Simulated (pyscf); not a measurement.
**H₁₂Si₉ (SMILES [SiH2]1[Si]2=[Si]3[SiH2][SiH]1[SiH2][SiH]([SiH2]2)[SiH2]3), singlet**

Gas-phase minimum from PySCF at ωB97X-D3(BJ)/def2-SVP, one conformer. Despite the double bond drawn, Si2, Si3 is pyramidal.

SMILES: [SiH2]1[SiH]2[SiH2][Si]3[SiH2][SiH]1[SiH2][Si]=3[SiH2]2
```xyz
21

Si    -1.0074     0.4841    -2.0777
Si    -1.7119     0.9524     0.0738
Si    -0.3034     2.3624     0.9069
Si     1.2795     2.8133    -0.7158
Si     1.2704     0.6227    -1.5473
Si     1.7022    -0.8432     0.2328
Si     0.3977    -0.7068     2.1780
Si    -1.8592    -0.8136     1.5582
Si     0.4257     1.5126     2.9289
H     -1.4604    -0.8635    -2.5319
H     -1.4069     1.5088    -3.0860
H      0.8355     3.8010    -1.7421
H      2.5775     3.2545    -0.1262
H      2.2412     0.3206    -2.6534
H      3.1324    -0.6530     0.6356
H      1.5792    -2.2398    -0.2945
H      0.8827    -1.7489     3.1454
H     -2.7663    -0.5623     2.7159
H     -2.2592    -2.0810     0.8790
H      1.7745     2.0311     3.3017
H     -0.5233     1.7307     4.0592
```
Charge 0, spin multiplicity 1.

Bonded distances (Å): Si1–Si2 2.312, Si1–Si5 2.343, Si1–H10 1.493, Si1–H11 1.492, Si2–Si3 2.160, Si2–Si8 2.312, Si3–Si4 2.311, Si3–Si9 2.311, Si4–Si5 2.343, Si4–H12 1.492, Si4–H13 1.492, Si5–Si6 2.346, Si5–H14 1.502, Si6–Si7 2.346 (the first ones only). Bond angles (°): Si2–Si1–Si5 94.2, Si2–Si1–H10 111.9, Si2–Si1–H11 114.1, Si5–Si1–H10 114.7, Si5–Si1–H11 111.9, H10–Si1–H11 109.5, Si1–Si2–Si3 107.0, Si1–Si2–Si8 117.5, Si3–Si2–Si8 107.0, Si2–Si3–Si4 107.6, Si2–Si3–Si9 107.6, Si4–Si3–Si9 118.0, Si3–Si4–Si5 93.7, Si3–Si4–H12 114.1 (the first ones only).

Properties at ωB97X-D3(BJ)/def2-SVP:

```json
{
  "harmonic_wavenumbers_unscaled": "18, 73, 78, 83, 104, 113, 138, 166, 195, 253, 344, 367, 374, 394, 403, 406, 428, 435, 436, 450, 478, 481, 503, 523, 526, 605, 606, 612, 617, 633, 647, 655, 662, 672, 682, 684, 714, 715, 740, 754, 921, 923, 924, 926, 935, 2180, 2181, 2210, 2216, 2236, 2237, 2238, 2242, 2246, 2249, 2249, 2250 cm⁻¹",
  "zero_point_energy": "70.2 kcal/mol",
  "rotational_symmetry_number": "2",
  "Entropy of this conformer at 298 K and 1 atm, rigid rotor and harmonic oscillator, modes under 100 cm⁻¹ raised to 100": "510.4 J/(mol K)",
  "dipole_moment": "0.06 D"
}
```

Single-point totals, which compare only within one level:

```
level                   total energy (hartree)
----------------------  ----------------------
ωB97X-D3(BJ)/def2-TZVP             -2613.01731
PBE/def2-TZVP                      -2611.39768
r²SCAN/def2-TZVP                   -2612.51072
B3LYP-D3(BJ)/def2-TZVP             -2612.98569
PBE0-D3(BJ)/def2-TZVP              -2611.69825
M06-2X/def2-TZVP                   -2612.51847
ωB97M-D3(BJ)/def2-TZVP             -2613.10341
```

The lowest mode is so soft that the shape along it may change with the basis. One closed-shell reference is unstable to symmetry breaking; treat the single-reference values with care. The nine-atom cage is a hydrogen-capped model of the (100) dimer, relaxed without constraints.
